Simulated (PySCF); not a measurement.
InO⁺: one state, many levels of theory

State: ³Σ⁻ (triplet), unpaired electrons π ↑↑. Set-up: PySCF, scalar-relativistic core potentials, basis sets In def2-TZVPPD with ECP28, O def2-TZVPPD. De refers to In⁺ + O in their high-spin ground configurations, without counterpoise correction. The functionals are run spin-unrestricted. A positive dipole points towards O; it is taken about the centre of mass and depends on that origin.

```tsv
Level	Re (Å)	ωe (cm⁻¹)	De (eV)	μ (D)
UHF	3.290	73.6	0.113	-1.17
UHF-MP2	3.042	101	0.187	n/a
UHF-SCS-MP2	3.086	96.3	0.174	n/a
UHF-CCSD	3.077	96.1	0.176	n/a
UHF-CCSD(T)	3.045	100	0.187	n/a
LDA	2.741	169	0.402	0.12
PBE	2.919	130	0.259	-0.26
TPSS	2.912	126	0.230	-0.30
r²SCAN	2.867	136	0.257	-0.15
PBE0	2.942	121	0.218	-0.46
r²SCAN0	2.904	125	0.222	-0.36
B97-3	3.045	109	0.186	-0.65
M06-2X	3.016	115	0.201	-0.71
CAM-B3LYP	2.957	117	0.204	-0.53
```

The bond length runs from 2.741 Å (LDA) to 3.290 Å (UHF). De spans 0.11 eV (UHF, mean field) to 0.40 eV (LDA, local density). Correlation at CCSD(T) changes the Hartree–Fock bond energy by +0.08 eV; the triples alone change it by +0.01 eV.

Correlated steps freeze 5 core orbitals. The bond is weak. Basis-set superposition, not corrected here, can be much of De in a small basis, most of all at correlated wavefunction levels. Spin–orbit coupling is left out, which matters for elements this heavy, above all for dissociation energies. For an ion De counts to the pair picked by the measured ionisation energies or electron affinities, which need not be the lowest pair at this level. The state was picked by a PBE0 search and need not be the measured ground state.

The whole job (state search and all levels along the bond) took about 7.9 min on 2 threads of Intel Xeon 6975P-C (shared host), peak memory 4 GiB.
